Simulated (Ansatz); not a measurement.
Ansatz (a quantum-chemistry and plane-wave program) input:
A basis named .json is the Basis Set Exchange file of that set.

Ansatz 0.2 input:
```yaml
crystal:
  periodic: [false, false, false]
  atoms:
    - {symbol: F, position_ang: [1.36553980, -0.93832791, 0.27871984]}
    - {symbol: B, position_ang: [0.44923472, 0.06271859, 0.14064837]}
    - {symbol: F, position_ang: [1.07280859, 1.27282172, 0.22770501]}
    - {symbol: Si, position_ang: [-1.44899684, -0.20186005, -0.43470035]}
    - {symbol: H, position_ang: [-1.80048025, -1.39861615, 0.43889327]}
    - {symbol: H, position_ang: [-2.10487307, 0.90061961, 0.38584614]}
basis:
  gaussian:
    orbitals: aug-cc-pV_Q+d_Z.json
    fitting: {mean_field: def2-universal-jkfit, correlation: aug-cc-pVQZ-RIFIT.json}
total_charge: -1
magnetization: {spin_polarized: false}
correlation: {method: mp2, electrons: outside_noble_gas}
```

Problem. Which total energy does the run end on?

Solution. -514.69136 Eh (RI-MP2/aug-cc-pV(Q+d)Z). The basis has 421 functions.

It need not be the lowest isomer of its formula. Whether it binds its extra electron was not tested at this geometry.
